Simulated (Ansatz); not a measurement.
Basis-set extrapolation for CH$_{7}$ClOSi$_{2}$ (`C[Si](O)([SiH3])Cl`) (PBE0-D4/def2-TZVP geometry, frozen core, Ansatz). Multiplicity 1, RHF reference.

|  | def2-TZVPP | def2-QZVPP |
| --- | --- | --- |
| HF | -1154.376517 | -1154.412936 |
| MP2 correlation | -0.853974 | -0.924041 |
| CCSD(T) correlation | -0.950533 | not run |

Energies in hartree. Use E(X) = E(∞) + A·exp(−7.88·√X) for Hartree–Fock and E(X) = E(∞) + B·X^(−2.97) for correlation, with X = 3 and 4, and add CCSD(T) minus MP2 of the smaller set to the MP2 limit.

Task: What is the CCSD(T) energy at the basis-set limit?

Result: HF limit: -1154.412936 + (-0.036419) × 0.13774 = -1154.41795. MP2 limit: -0.924041 + (-0.070067) × 0.74074 = -0.97594. Higher-order term: -0.950533 − (-0.853974) = -0.09656. Total: -1155.49045 hartree, 4.45 eV below CCSD(T)/def2-TZVPP.
